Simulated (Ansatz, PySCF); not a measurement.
The pair A = HCl (SMILES Cl) (first 2 atoms), B = H2 (SMILES [H][H]); geometry from B3LYP-D3(BJ)/def2-TZVP.
(charge 0, multiplicity 1):
```xyz
4

Cl    -0.118    -0.588    -0.721
H     -0.074    -0.402     0.547
H     -0.353     0.027     2.801
H      0.366    -0.170     2.804
```

Cores are frozen in the correlated methods. Rows in 6-31G* carry no dispersion term and start afresh at each structure (6-31G* with six Cartesian d functions). MP2/6-31G* freezes PySCF's default core.

Codes used: Ansatz (an electronic-structure program); PySCF for 6-31G* rows. 

Total energies (hartree), monomers frozen at their geometry in the pair:

| structure | HF/aug-cc-pV(Q+d)Z | MP2/6-31G* | MP2/aug-cc-pV(D+d)Z |
|---|---|---|---|
| AB | -461.2451526 | -461.3363105 | -461.4146670 |
| A in the pair's basis | -460.1118797 | -460.1924601 | -460.2575361 |
| B in the pair's basis | -1.1334233 | -1.1441976 | -1.1564352 |
| A | -460.1118741 | -460.1923532 | -460.2572365 |
| B | -1.1334199 | -1.1441022 | -1.1561483 |

Work out the interaction energy without and with the counterpoise correction, and the superposition error, for each level.


E(AB) − E(A) − E(B), times 627.509 kcal/mol, with the monomers in their own basis and then in the pair's basis:
- HF/aug-cc-pV(Q+d)Z: 0.09 uncorrected, 0.09 corrected; the monomers gain 0.01 kcal/mol from borrowed functions
- MP2/6-31G*: 0.09 uncorrected, 0.22 corrected; the monomers gain 0.13 kcal/mol from borrowed functions
- MP2/aug-cc-pV(D+d)Z: -0.80 uncorrected, -0.44 corrected; the monomers gain 0.37 kcal/mol from borrowed functions
